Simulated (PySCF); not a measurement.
As (arsenic, neutral): B3LYP calculation

Configuration: [Ar] 3d10 4s2 4p3, high-spin 4S determinant. All numbers are calculated (PySCF 2.14, scalar relativity by spin-free X2C-1e, in jorge-DZP-DKH).

- Total energy: -2260.628 hartree
- One-electron energy: -3146.238 hartree
- Hartree (Coulomb) energy: 970.039 hartree
- Exchange-correlation energy: -84.429 hartree
- ⟨S²⟩: 3.7501
- ⟨L²⟩: 0.000
- Sum of ⟨r⟩: 24.46 bohr
- Sum of ⟨r²⟩: 39.18 bohr²
- Langevin diamagnetic susceptibility: -31.0 ×10⁻⁶ cm³/mol
- Time after the integrals: 0.53 s of wall time on 1 thread of Neoverse-V2 (shared host)

```tsv
shell	electrons	mean orbital energy (eV)	rms radius, mean of both spins (bohr)
1s α	1	-11754.8	0.0524
1s β	1	-11754.6	0.0524
2s α	1	-1502.5	0.220
2s β	1	-1502.4	0.220
2p α	3	-1317.4	0.196
2p β	3	-1317.3	0.196
3s α	1	-196.19	0.642
3s β	1	-195.97	0.642
3p α	3	-138.40	0.668
3p β	3	-138.14	0.668
3d α	5	-42.982	0.751
3d β	5	-42.722	0.751
4s α	1	-16.388	2.09
4s β	1	-13.655	2.09
4p α	3	-6.411	2.64
```

Densities and radii are taken from the X2C orbitals without a picture-change correction, which distorts them close to the nucleus.
